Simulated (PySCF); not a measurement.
Highest orbital energy against ionisation energy along the third row

Calculated with PySCF 2.14, no spin-orbit coupling. Each cell gives −ε(HOMO) / ΔSCF in eV; NIST values include spin-orbit coupling, (s) semi-empirical, (t) theoretical.

```csv
species,UHF,LDA,PBE,PBE0,r2SCAN,NIST (lowest levels)
"Al²⁺ (aug-cc-pwCVQZ, non-relativistic)",28.062 / 28.040,24.541 / 28.819,24.437 / 28.821,25.455 / 28.683,24.628 / 28.378,28.448
"Si²⁺ (aug-cc-pwCVQZ, non-relativistic)",32.163 / 31.955,28.601 / 33.522,28.475 / 33.381,29.630 / 33.243,28.660 / 32.868,33.493
"P²⁺ (aug-cc-pwCVQZ, non-relativistic)",29.992 / 29.591,24.814 / 30.209,24.959 / 30.247,26.375 / 30.268,25.416 / 30.378,30.203
"S²⁺ (aug-cc-pwCVQZ, non-relativistic)",34.733 / 34.159,28.867 / 34.880,28.955 / 34.833,30.582 / 34.875,29.488 / 35.024,34.86 ± 0.04 (s)
"Cl²⁺ (aug-cc-pwCVQZ, non-relativistic)",39.702 / 38.961,33.044 / 39.668,33.096 / 39.577,34.956 / 39.660,33.774 / 39.838,39.8 ± 0.11 (s)
"Ar²⁺ (aug-cc-pwCVQZ, non-relativistic)",40.450 / 39.398,34.119 / 40.858,34.168 / 40.726,36.024 / 40.725,34.614 / 40.697,40.735 ± 0.012 (s)
```

Task: How far is −ε(HOMO) from ΔSCF on average for each method, and why?

Result: UHF 0.50 eV; LDA -5.66 eV; PBE -5.58 eV; PBE0 -4.07 eV; r2SCAN -5.10 eV. Hartree-Fock orbital energies lack relaxation and so exceed the ΔSCF value; semilocal functionals have convex E(N) from self-interaction, so their HOMO lies far too high; exact exchange moves hybrids part of the way back.
